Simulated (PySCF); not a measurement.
Si(Me)(SH) (CH₄SSi), SMILES C[Si]S (connectivity only; charge and spin as stated), neutral, multiplicity 1.

Coordinates come from a ωB97X-D3(BJ)/def2-TZVP optimisation. Other conformers were not sampled.

Level of theory: CAM-B3LYP/def2-TZVPD in PySCF.

The molecule is in vacuum.

| Item | Value |
|---|---|
| total energy | -728.21874 hartree |
| highest occupied level | -7.74 eV |
| lowest empty level | -1.04 eV |
| orbital gap | 6.70 eV |
| dipole moment | 0.48 D |
| quadrupole, principal values (traceless, Buckingham form, about the centre of nuclear charge) | -5.64, 0.88, 4.77 D·Å |
| mean static polarisability | 68.2 bohr³ (10.10 Å³) |
| polarisability, principal values | 54.6, 66.2, 83.6 bohr³ |
